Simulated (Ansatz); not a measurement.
Wavefunction ladder for CH₆AlGaO, SMILES `[OH][AlH][CH2][GaH2]`

```tsv
atom	x (Å)	y (Å)	z (Å)
O1	-1.228	-0.765	-0.374
Al2	-0.442	0.503	-1.266
C3	0.982	0.846	-0.033
Ga4	0.331	-0.575	1.234
H5	-1.998	-1.313	-0.515
H6	-1.048	0.949	-2.657
H7	0.974	1.848	0.401
H8	1.981	0.648	-0.428
H9	1.001	-1.999	1.176
H10	-0.553	-0.141	2.463
```

Total charge 0; spin multiplicity 1. Correlated methods include outer-core shells of Ga, which these sets cover unevenly. Scalar relativity is left out up to krypton. The geometry is a stationary point of PBE0-D4/def2-TZVP. It is one conformer, not always the lowest. Frozen core, restricted reference, Ansatz.

| basis | HF (Eh) | MP2 corr. |
| --- | --- | --- |
| def2-SVP | -2281.02539 | -0.61749 |
| def2-TZVPP | -2281.49767 | -0.73843 |
| def2-QZVPP | -2281.55070 | -1.02289 |

Task: Estimate the CCSD correlation energy and the (T) correction in each basis where they were run (hartree).

Result: 
```tsv
basis	CCSD corr.	(T)
def2-SVP	-0.64509	-0.01837
def2-TZVPP	-0.76446	-0.02919
```
